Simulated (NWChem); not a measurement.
Isomers of C2H5F3Si, each optimised at PBE0/def2-SVP with NWChem, gas phase unless a solvent is named. Flexible species stand in one conformer each, which need not be the lowest.  Relative energies count from the lowest isomer at each level and are electronic, without zero-point energy, on those geometries. Shieldings are non-relativistic GIAO values without spin-orbit effects.

A: C[Si@@H](F)C(F)F
B: C(C[SiH2]F)(F)F
C: F[SiH](F)[C@H](F)C
D: CC(F)(F)[SiH2]F

```csv
quantity,A,B,C,D
"relative energy, PW6B95/def2-TZVP (kcal/mol)",40.2,39.2,0.0,45.6
"relative energy, r2SCAN/def2-TZVP (kcal/mol)",40.4,40.1,0.0,46.2
"dipole (D), PBE0/def2-SVP",3.24,0.84,3.09,1.46
"SMD solvation free energy in toluene, PBE0/def2-SVP (kcal/mol)",-2.6,-3.0,-3.3,-2.3
"29Si shift against tetramethylsilane, PBE0/pcSseg-1 (ppm)",11.4,3.8,-14.2,-6.7
```
